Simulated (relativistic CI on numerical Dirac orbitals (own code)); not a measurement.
# Ge³⁺: sensitivity of the levels to the model

Base calculation: Dirac-Coulomb-Breit CI, KLI orbitals optimised for each configuration, QED by a radiative potential, valence Slater integrals scaled by 0.85, P86 correlation energy added to each configuration.

Configurations in the expansion (outside the closed core [Ar]): 3d10.4s, 3d10.4p, 3d10.4d, 3d10.4f, 3d10.5s, 3d9.4s2, 3d10.5p, 3d10.5d, 3d10.6s, 3d10.6p, 3d10.5f, 3d10.5g, 3d9.4p2, 3d9.4s.4p, 3d10.6d, 3d10.7s. Levels of other configurations are missing.

The lowest level and the first level of each name with at least 55 % of one term (blank where a level has no safe partner in the second run):

| Level | Base (cm⁻¹) | Shift (cm⁻¹) |
| --- | --- | --- |
| 3d10.4s 2S_1/2 | 0.0 | 0.0 |
| 3d10.4p 2P°_1/2 | 79993.3 | -911.7 |
| 3d10.4p 2P°_3/2 | 82585.4 | -911.8 |
| 3d10.4d 2D_3/2 | 185486.0 | -1447.6 |
| 3d10.4d 2D_5/2 | 185722.1 | -1450.8 |
| 3d10.5s 2S_1/2 | 194238.9 | -1400.4 |
| 3d9.4s2 2D_5/2 | 208045.9 | -4300.1 |
| 3d9.4s2 2D_3/2 | 212448.8 | -4303.3 |
| 3d10.5p 2P°_1/2 | 221290.5 | -1815.9 |
| 3d10.5p 2P°_3/2 | 222153.0 | -1816.2 |
| 3d10.4f 2F°_7/2 | 254004.8 | -5044.2 |
| 3d10.4f 2F°_5/2 | 254010.0 | -5044.2 |
| 3d10.5d 2D_3/2 | 262015.0 | -2661.2 |
| 3d10.5d 2D_5/2 | 262123.1 | -2661.1 |

Correlation outside the listed configurations is missing or only estimated: errors of thousands of cm⁻¹ between configurations and terms are usual at this charge. Rates and lifetimes follow the computed energies and can be off by large factors. The fine structure of a lone outer electron comes out too small, for d and f at times inverted, and misplaced configurations move strength between like terms. 23 of the 34 excited levels that our extract of the measured tables holds in this range could be paired (the sources list more); they are missed by 9114 cm⁻¹ on average and 51995 at most, and levels without a partner can miss by more.

**Question.** One thing was changed in a second run, which moved the levels as shown. Which?
A. Breit term removed
B. valence Slater integrals scaled by 0.75
C. no correlation estimate
D. one mean potential for all configurations
E. QED terms removed
F. configuration mixing switched off

**Answer.** C. No correlation estimate. A correlation estimate moves all levels of a configuration together before mixing; mixed levels move by a weighted share.

LS names give the leading component of a level, which can be under half, so a name can repeat, a term be missing and a line seem to break the LS rules.
